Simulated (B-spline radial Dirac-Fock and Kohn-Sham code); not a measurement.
# Auger parameter of zinc: the K level and its strongest K-LL line

These are calculated numbers from a radial B-spline solver; the model is ΔSCF Dirac-Fock with Breit, self-energy and vacuum polarisation, finite nucleus, configuration average. The modified Auger parameter α′ is the binding energy plus the kinetic energy of the Auger electron; it does not depend on the energy zero. For free ions it tends to fall with charge, since less charge screens the final holes.

```csv
species,configuration,binding 1s (eV),Auger line,kinetic (eV),α′ (eV)
Zn,[Ar] 3d10 4s2,9666.6,L2L3 J=2,7513.7,17180.3
Zn,[Ar] 3d10 4s1 4p1,9668.5,L2L3 J=2,7512.1,17180.6
Zn⁺,[Ar] 3d10 4s1,9677.2,L2L3 J=2,7501.1,17178.4
Zn⁺,[Ar] 3d9 4s1 4p1,9688.4,L2L3 J=2,7486.0,17174.5
Zn⁺ (Watson 2.4 Å),[Ar] 3d10 4s1,9671.3,L2L3 J=2,7507.1,17178.4
Zn⁺ (Watson 3 Å),[Ar] 3d10 4s1,9672.5,L2L3 J=2,7505.9,17178.4
Zn²⁺,[Ar] 3d10,9689.7,L2L3 J=2,7487.4,17177.1
Zn²⁺,[Ar] 3d9 4p1,9701.3,L2L3 J=2,7471.9,17173.2
Zn²⁺,[Ar] 3d9 4s1,9699.6,L2L3 J=2,7473.3,17172.9
Zn²⁺ (Watson 1.6 Å),[Ar] 3d10,9671.7,L2L3 J=2,7505.4,17177.1
Zn³⁺,[Ar] 3d9,9713.8,L2L3 J=2,7458.1,17171.9
Zn⁴⁺,[Ar] 3d8,9741.1,L2L3 J=2,7425.8,17166.9
Zn⁵⁺,[Ar] 3d7,9771.2,L2L3 J=2,7390.8,17162.0
Zn⁶⁺,[Ar] 3d6,9804.2,L2L3 J=2,7353.2,17157.4
Zn⁷⁺,[Ar] 3d5,9839.8,L2L3 J=2,7313.1,17152.9
```
